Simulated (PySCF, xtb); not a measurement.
ClFHMoNS, SMILES [NH]=[Mo]([F])(=[S])[Cl], multiplicity 1.

Harmonic wavenumbers (cm⁻¹) from xtb with GFN2-xTB at its own minimum, in rising order: 124, 138, 171, 186, 207, 349, 459, 524, 580, 669, 1011, 3431.

What does PySCF with B3LYP-D3(BJ)/def2-SVP give at its own minimum? (An estimate is asked for; the answer gives what the named calculation found.)

137, 162, 193, 240, 268, 410, 531, 580, 596, 706, 1022, 3570. Paired by order, the mean absolute difference is 47 cm⁻¹ and the zero-point energies are 11.2 and 12.0 kcal/mol.
